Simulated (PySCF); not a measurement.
## Identify the compound

Molecular formula: C2H9NO2Si3. Simulated spectra:

1H NMR (600 MHz, computed): δ 7.50 (m, 1H), 7.49 (m, 1H), 5.48 (m, 1H), 5.29 (m, 1H), 5.17 (m, 1H), 5.16 (m, 1H), 5.15 (m, 1H), 3.31 (br s, 1H), 0.51 (br s, 1H).

13C{1H} NMR (computed): δ 159.2 (CH), 156.1 (CH).

- GIAO PBE0/pcSseg-1 shieldings
- GFN2-xTB geometry
- code: PySCF 2.14.0 with density-fitted response routines
- one computed conformer, no solvent, no relativistic terms

References, each an isolated molecule treated in the same way: TMS for 1H and 13C.

Q: Choose the structure that fits.
A. O[SiH2]O[Si@@H]1C=C[SiH2]N1
B. N#CC[SiH2]O[SiH2]O[SiH3]
C. C=N[Si@H]([SiH3])OC(=O)[SiH3]

A: A. 

- Rings plus π bonds: 2 (1 ring in the answer).
- 2 carbon signals for 2 carbons: no two carbons are equivalent.
- Carbon types of the structure: 2 × CH, leaving 7 H on heteroatoms.
- δC 159.2, 156.1: alkene CH; as expected for a trigonal carbon in a double bond.
- δH 7.50, 7.49: hydrogen on an alkene CH; olefinic region.
- δH 5.48: hydrogen on a silicon bonded to C, N, O, in a 5-membered ring.
- δH 3.31: hydrogen on an oxygen bonded to Si; labile proton, position sensitive to the medium.
- δH 0.51: hydrogen on a nitrogen bonded to 2 Si, in a 5-membered ring; exchangeable; this is the value without hydrogen bonding to other molecules.

The others: C=N[Si@H]([SiH3])OC(=O)[SiH3] would give 5 signals for carbon-bound and other non-exchanging H, not 7; N#CC[SiH2]O[SiH2]O[SiH3] would give 4 signals for carbon-bound and other non-exchanging H, not 7.

OH and NH positions are those of a molecule without intermolecular hydrogen bonds; in solution they move with solvent, concentration and temperature, and exchange usually removes their couplings. Shifts are as computed. Against solution values, carbons near 30 ppm lie about +3 ppm off and those near 130 ppm about +5 ppm. Of 1309 compounds with measured shifts, 239 miss one by over three times the rms of a fit or turn the order of signals round; such compounds aren't used in these exercises. No couplings were computed; multiplicities are counted from neighbouring protons, with m where these are inequivalent, close in shift, in a saturated or five-membered ring or joined by F or P, and br s for small geminal =CH2 splittings.
